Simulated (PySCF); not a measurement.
HfH at PBE0

Computed with PBE0; basis Hf cc-pVDZ-PP with ECP60, H cc-pVDZ; scalar-relativistic core potentials; PySCF 2.14.

For HfH, the state is ²Δ (doublet), unpaired electrons δ ↑ and the bond length is 1.823 Å. The harmonic wavenumber is 1692 cm⁻¹. The force constant is 1.69 mdyn/Å and the rotational constant Be is 5.059 cm⁻¹. The anharmonicity ωexe is 23.1 cm⁻¹. The vibration–rotation constant αe is 0.114 cm⁻¹. The bond order (Mayer) is 0.98. The dipole moment (positive dipole means Hf(−)H(+)) is -1.05 D.

De is left out where the level can put another filling of the metal’s s and d shells below the measured ground configuration, by anything from nothing to about 1 eV. These are scalar-relativistic numbers at best; spin–orbit coupling would shift them, the dissociation energy most. With d or f electrons several states lie close, and the lowest PBE0 determinant need not be the measured ground state.
